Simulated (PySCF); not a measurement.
CLiN, SMILES [Li][C][N] (connectivity only; charge and spin as stated), neutral, multiplicity 1.

The structure is a stationary point at B3LYP-D3(BJ)/def2-TZVPD.

Two levels are set side by side: PBE/def2-TZVPD (PySCF) and r2SCAN/def2-TZVPD (PySCF). Same geometry, gas phase. Differences are taken from unrounded values.

```csv
quantity,PBE
orbital gap (eV),4.29
highest occupied level (eV),-6.20
lowest empty level (eV),-1.91
dipole moment (D),8.99
mean polarisability (bohr³),25.9
```

Question: These are the PBE values. What does r2SCAN give? (Estimate from the structure and the level; the computed values follow.)

Answer: 
| quantity | r2SCAN | PBE minus r2SCAN |
|---|---|---|
| orbital gap (eV) | 5.57 | -1.29 |
| highest occupied level (eV) | -6.52 | 0.32 |
| lowest empty level (eV) | -0.94 | -0.97 |
| dipole moment (D) | 9.16 | -0.17 |
| mean polarisability (bohr³) | 24.5 | 1.4 |

Rough cost on one machine, each run with all the roots and properties that it gave: r2SCAN against PBE about 5 times.
